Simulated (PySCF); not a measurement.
# Spinor energies of Yb⁵³⁺ (ytterbium, charge +53)

Start: [Ne] 3s2 3p5; 3p1/2 filled at m_j = -1/2, +1/2; 3p3/2 filled at m_j = -1/2, +1/2, +3/2. Calculated with PySCF 2.14 in an uncontracted even-tempered set (18 s from 15 bohr⁻², ratio 2.4; 14 p from 19 bohr⁻², ratio 2.4; 4 d from 70 bohr⁻², ratio 2.6; 4 f from 100 bohr⁻², ratio 2.6): generalised Hartree-Fock with the X2C-1e Hamiltonian and a Gaussian nucleus; one run each with spin-orbit coupling (SO) switched off, then screened by Boettger's factors.

| spinor shell | electrons | ε, spin-free (eV) | ε, screened SO (eV) | weight of nominal j (screened SO) | rms radius, screened SO (bohr) |
| --- | --- | --- | --- | --- | --- |
| 1s1/2 | 2 | -65453.2 | -65435.5 | 1.000 | 0.0223 |
| 2s1/2 | 2 | -14245.7 | -14239.4 | 1.000 | 0.0890 |
| 2p1/2 | 2 | -13008.0 | -13766.8 | 1.000 | 0.0757 |
| 2p3/2 | 4 | -13008.0 | -12690.6 | 1.000 | 0.0824 |
| 3s1/2 | 2 | -5568.3 | -5566.1 | 1.000 | 0.215 |
| 3p1/2 | 2 | -5189.7 | -5380.4 | 1.000 | 0.205 |
| 3p3/2 | 3 | -5189.7 | -5108.3 | 1.000 | 0.216 |

```tsv
quantity	spin-free	screened SO
E (hartree)	-11228.91402	-11244.68511
M_J	3/2	3/2
⟨J²⟩	3.750	3.750
⟨L²⟩	2.000	2.036
⟨S²⟩	0.750	0.786
```

Each row is a mean over spinors that exchange with the open shell spreads, by up to 26.329 eV (3s1/2).

Breit and QED terms are absent; they matter most for the inner s and p1/2 levels.

Densities and radii are taken from the X2C orbitals without a picture-change correction, which distorts them close to the nucleus.

Without spin-orbit coupling the j labels of p, d and f shells carry no meaning; the spin-free column gives the mean over the occupied spinors of each nl shell.
